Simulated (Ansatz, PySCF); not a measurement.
Reaction (SMILES): OB(Br)Br → Br[B]Br + [OH] (HO) (the B-O bond at the site shown breaks; other sites are not compared here)
Each molecule is optimised on its own at B3LYP-D3(BJ)/def2-TZVP (Ansatz, a quantum-chemistry and plane-wave program), one conformer each, not searched for the lowest. Frequencies are from Ansatz or PySCF.

Wanted: bond dissociation energy (0 K, with B3LYP-D3(BJ) harmonic zero-point energies), in kcal/mol. Cores are frozen in the correlated levels unless marked. Open shells are spin-unrestricted. Spin-orbit coupling is left out. The frozen core is the preceding noble-gas configuration, with the filled d and f shells of earlier blocks. Non-relativistic. CBS(X,Y): correlation extrapolated as X^-3; Hartree-Fock from the larger set.

| level | program | bond dissociation energy (kcal/mol) | minus last row |
|---|---|---|---|
| HF/cc-pVQZ | Ansatz | 109.3 | -36.1 |
| B3LYP-D4/def2-TZVPD | Ansatz + dftd4 | 139.9 | -5.5 |
| PBE0-D4/def2-TZVPD | Ansatz + dftd4 | 140.7 | -4.7 |
| BHLYP-D4/def2-TZVPD | Ansatz + dftd4 | 136.9 | -8.5 |
| CAM-B3LYP-D3(BJ)/def2-TZVPD | Ansatz + dftd3 | 142.9 | -2.5 |
| LC-wPBE-D3(BJ)/def2-TZVPD | Ansatz + dftd3 | 142.9 | -2.5 |
| B2GP-PLYP-D4/def2-TZVPD | Ansatz + dftd4 | 142.9 | -2.5 |
| B2PLYP-D3(BJ)/def2-TZVPD | Ansatz + dftd3 | 142.1 | -3.3 |
| SCS-MP2/cc-pVQZ | Ansatz | 149.1 | 3.7 |
| CCSD(T)/CBS(cc-pVTZ,cc-pVQZ) | Ansatz | 145.4 | 0.0 |
